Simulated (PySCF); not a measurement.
## `[BH3-][P@+](C)(C#C)C(F)=C(F)F`, C₅H₇BF₃P

Geometry:
```tsv
atom	x (Å)	y (Å)	z (Å)
B1	0.357	-0.764	1.991
P2	0.162	-0.353	0.131
C3	-0.068	-1.752	-1.026
C4	1.391	0.606	-0.689
C5	2.301	1.238	-1.157
C6	-1.324	0.641	-0.282
F7	-2.391	-0.042	-0.735
C8	-1.432	1.936	-0.013
F9	-2.491	2.706	-0.194
F10	-0.409	2.637	0.453
H11	1.340	-1.434	2.031
H12	-0.643	-1.363	2.242
H13	0.453	0.278	2.551
H14	-0.213	-1.410	-2.050
H15	0.817	-2.383	-0.969
H16	-0.933	-2.330	-0.701
H17	3.075	1.801	-1.593
```

The calculation used GIAO KT1/3-21G magnetisability, rotational g tensor and spin-rotation constants, non-relativistic, gas phase in PySCF. Geometry: GFN2-xTB.

(1) Give the nuclear spin-rotation constants along the inertial axes (H = +C I·J) beside the isotropic shieldings.

## Answers

(1) Rotational constants 1.3872, 0.9135, 0.7374 GHz. A star marks the isotopologue with that one atom substituted, in its own axes.
| atom | isotope | Caa (kHz) | Cbb (kHz) | Ccc (kHz) | mean (kHz) | σ (ppm) |
| --- | --- | --- | --- | --- | --- | --- |
| B1 | 11B | 0.113 | 0.080 | 0.062 | 0.085 | 160.2 |
| P2 | 31P | 1.626 | 1.135 | 0.753 | 1.171 | 490.5 |
| F7 | 19F | 0.466 | 0.906 | 0.193 | 0.521 | 375.6 |
| F9 | 19F | 1.725 | 1.231 | 0.648 | 1.201 | 265.7 |
| F10 | 19F | 1.401 | 1.023 | 0.732 | 1.052 | 286.0 |
| H11 | 1H | 0.009 | -0.095 | -0.071 | -0.052 | 31.4 |
| H12 | 1H | -0.140 | -0.004 | -0.065 | -0.070 | 31.3 |
| H13 | 1H | -0.097 | -0.051 | -0.047 | -0.065 | 31.2 |
| H14 | 1H | -0.154 | -0.111 | 0.000 | -0.088 | 31.5 |
| H15 | 1H | 0.025 | -0.112 | -0.099 | -0.062 | 31.8 |
| H16 | 1H | -0.167 | 0.002 | -0.087 | -0.084 | 31.7 |
| H17 | 1H | -0.167 | -0.003 | -0.077 | -0.082 | 30.2 |
| C3 | 13C* | 0.147 | 0.087 | 0.064 | 0.100 | 196.1 |
| C4 | 13C* | 0.359 | 0.042 | 0.159 | 0.187 | 145.7 |
| C5 | 13C* | 0.366 | 0.099 | 0.169 | 0.211 | 126.8 |
| C6 | 13C* | 0.418 | 0.220 | 0.148 | 0.262 | 96.4 |
| C8 | 13C* | 0.436 | 0.295 | 0.176 | 0.302 | 65.7 |

For the geometry as given, no vibrational averaging.
